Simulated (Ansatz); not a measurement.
Cost and result for the atomization energy of `CCO[Si](F)(OCC)OCC` (26 atoms, 25 bonds).

```xyz
26

C     1.795   -2.791    2.008
C     0.640   -1.830    1.879
O     0.664   -1.246    0.585
Si   -0.410   -0.189    0.008
F    -1.859   -0.860    0.038
O    -0.047    0.196   -1.516
C     0.030   -0.714   -2.604
C     0.355    0.048   -3.863
O    -0.433    1.138    0.927
C    -1.280    2.261    0.737
C    -1.022    3.265    1.831
H     1.797   -3.248    3.000
H     2.744   -2.270    1.865
H     1.721   -3.584    1.262
H     0.710   -1.040    2.635
H    -0.312   -2.352    2.029
H     0.803   -1.462   -2.396
H    -0.925   -1.241   -2.710
H     0.422   -0.636   -4.712
H     1.309    0.569   -3.760
H    -0.420    0.788   -4.075
H    -2.328    1.937    0.753
H    -1.082    2.703   -0.245
H    -1.228    2.828    2.810
H    -1.663    4.140    1.701
H     0.020    3.591    1.813
```

The species carries charge 0 and has multiplicity 1. Geometry: relaxed with PBE0-D4/def2-TZVP. It is one conformer, not always the lowest. Program: Ansatz. All runs use 6 threads of an AMD EPYC 7R13 on a shared host and a share of an NVIDIA H100 80 GB. Times are those of one run each, without the atoms' runs, and a repeat can differ threefold. Electronic energies, without spin–orbit coupling; frozen cores. CCSD(T)/CBS adds CCSD(T) − MP2 in def2-TZVPP to the MP2 limit, and its time is that of the two runs behind it. T1 = 0.011. B3LYP takes the VWN-RPA correlation (the form of Gaussian; ORCA's B3LYP/G). HSE06 is the plane-wave form, built on full-range PBE exchange.

CCSD(T)/CBS is a level of theory with its own doubt, some kJ/mol a heavy atom from the limit and from the frozen cores, so smaller differences don't rank the functionals.

```csv
level,functions,wall time
HSE06-D4/def2-TZVPP,562,3.8 s
B3LYP-D4/def2-TZVPP (with forces),562,4.2 s
ωB97X-V/def2-TZVPP,562,5 s
BLYP-D4/def2-TZVPP,562,5.5 s
PBE-QIDH/def2-TZVPP,562,5.5 s
PBE0-D4/def2-TZVPP,562,6 s
r2SCANh-D4/def2-TZVPP,562,6 s
CCSD(T)/def2-SVP,233,6 s
ωB97M-V/def2-TZVPP (with forces),562,6.5 s
r2SCAN-D4/def2-TZVPP (with forces),562,12 s
MP2/def2-QZVPP,1090,14 s
CCSD(T)/def2-TZVPP,562,5 min
CCSD(T)/CBS(def2),–,5.2 min
```

Question: What atomization energy does each give, and how far from CCSD(T)/CBS? (Best estimate.)

Answer: The calculation gave: 
| level | atomization (kJ/mol) | difference from CCSD(T)/CBS | per bond |
| --- | --- | --- | --- |
| HSE06-D4/def2-TZVPP | 10704.0 | -1.0 | 0.0 |
| B3LYP-D4/def2-TZVPP (with forces) | 10675.8 | -29.2 | -1.2 |
| ωB97X-V/def2-TZVPP | 10707.6 | 2.6 | 0.1 |
| BLYP-D4/def2-TZVPP | 10648.2 | -56.8 | -2.3 |
| PBE-QIDH/def2-TZVPP | 10634.8 | -70.2 | -2.8 |
| PBE0-D4/def2-TZVPP | 10696.9 | -8.1 | -0.3 |
| r2SCANh-D4/def2-TZVPP | 10652.6 | -52.4 | -2.1 |
| CCSD(T)/def2-SVP | 10147.8 | -557.2 | -22.3 |
| ωB97M-V/def2-TZVPP (with forces) | 10717.9 | 12.9 | 0.5 |
| r2SCAN-D4/def2-TZVPP (with forces) | 10713.6 | 8.6 | 0.3 |
| MP2/def2-QZVPP | 10789.1 | 84.1 | 3.4 |
| CCSD(T)/def2-TZVPP | 10445.1 | -259.9 | -10.4 |
| CCSD(T)/CBS(def2) | 10705.0 | 0.0 | 0.0 |

At CCSD(T), def2-SVP lies −557.2 kJ/mol from the extrapolated value and def2-TZVPP −259.9 kJ/mol: correlation converges slowly with the basis, and small sets miss more of it in the bonded molecule than in its fragments. Leaving LDA and LC-ωPBE aside and taking each functional with its dispersion term where it has one, the values, not all of them listed here, spread over 476.2 kJ/mol, from BHLYP-D4 to PBE-D4. LDA lies +1397.8 kJ/mol from PBE without D4, its usual overbinding. In def2-TZVPP, CCSD(T) changes the Hartree–Fock value by +2508.4 kJ/mol (the triples alone add +139.2 kJ/mol) and MP2 by +2697.2 kJ/mol; breaking electron pairs costs correlation energy, which Hartree–Fock lacks.
